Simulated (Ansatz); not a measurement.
System: 3-ethenylselanylprop-1-ene, C$_{5}$H$_{8}$Se (charge 0, singlet). 
Coordinates optimised at B3LYP-D3(BJ)/def2-TZVP (Ansatz, an electronic-structure program):
```xyz
14

C     -3.1712    -0.8995     0.7325
C     -2.3413    -0.3736    -0.1608
C     -1.2214     0.5424     0.1779
Se     0.5115    -0.3987    -0.0970
C      1.6036     1.1455    -0.3450
C      2.8930     1.2019    -0.0368
H     -3.0807    -0.6758     1.7893
H     -3.9690    -1.5687     0.4389
H     -2.4472    -0.6282    -1.2108
H     -1.2679     0.8797     1.2107
H     -1.1915     1.4052    -0.4876
H      1.1011     1.9796    -0.8226
H      3.4086     0.3827     0.4487
H      3.4787     2.0812    -0.2751
```

Dipole moments at this geometry, in debye (magnitudes).

```json
[
 {"level": "PBE/def2-TZVPD", "program": "Ansatz", "dipole (D)": "___"},
 {"level": "r2SCAN/def2-TZVPD", "program": "Ansatz", "dipole (D)": "1.35"},
 {"level": "B97M-V/def2-TZVPD", "program": "Ansatz", "dipole (D)": "1.31"},
 {"level": "BHLYP/def2-TZVPD", "program": "Ansatz", "dipole (D)": "1.37"},
 {"level": "r2SCANh/def2-TZVPD", "program": "Ansatz", "dipole (D)": "1.37"},
 {"level": "r2SCAN0/def2-TZVPD", "program": "Ansatz", "dipole (D)": "1.38"},
 {"level": "LC-wPBE/def2-TZVPD", "program": "Ansatz", "dipole (D)": "1.37"},
 {"level": "wB97M-V/def2-TZVPD", "program": "Ansatz", "dipole (D)": "1.32"},
 {"level": "wB97X-V/def2-TZVPD", "program": "Ansatz", "dipole (D)": "1.37"},
 {"level": "CCSD(T)/aug-cc-pVDZ", "program": "Ansatz", "dipole (D)": "___"}
]
```

Question: Fill in the missing entries.

Answer: 
- PBE/def2-TZVPD, dipole (D): 1.28
- CCSD(T)/aug-cc-pVDZ, dipole (D): 1.34
